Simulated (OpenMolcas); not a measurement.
A calculation on Br3+.

```
Program             : OpenMolcas 26.06
Method              : CASSCF
Basis               : ANO-RCC-VTZP [6s5p3d1f]
Scalar Hamiltonian  : DKH2, point nucleus
Active space        : 4 electrons in 4 orbitals (4s 4p)
State averaging     : 2S+1 = 3 even, 6 roots; 2S+1 = 1 even, 12 roots kept (CI in the orbitals of an earlier block); 2S+1 = 5 odd, 1 root; 2S+1 = 3 odd, 9 roots kept (CI in the orbitals of an earlier block); 2S+1 = 1 odd, 8 roots kept (CI in the orbitals of an earlier block)
Spin-orbit coupling : state interaction with AMFI integrals over the reference wave functions, term energies averaged over their components
```

Task: Which level of the active space comes out lowest?

Result: 4s2 4p2 3P0, with 98 % of that term.

Task: How high does 4s 4p3 3D* 2 lie?

Result: 117879 cm-1 above the lowest level.

Task: How high does 4s2 4p2 3P2 lie?

Result: 5273 cm-1 above the lowest level.

Task: How high does 4s2 4p2 1S0 lie?

Result: 32486 cm-1 above the lowest level.

Task: The level at 133584 cm-1 has J = 2. What is it made of, and what is its g factor?

Result: 96 % 4s 4p3 3P* 2, 4 % 4s 4p3 3D*; g = 1.488, against 1.501 from Landé's formula for the pure leading term.

Terms from blocks run as CI alone lack orbitals of their own. Terms of s pⁿ other than that of highest spin mix with s² pⁿ⁻² d, which this space lacks; all of them can be thousands of cm-1 off, and some have no real level of that name. Levels of configurations outside the active space are missing.

* marks odd parity.
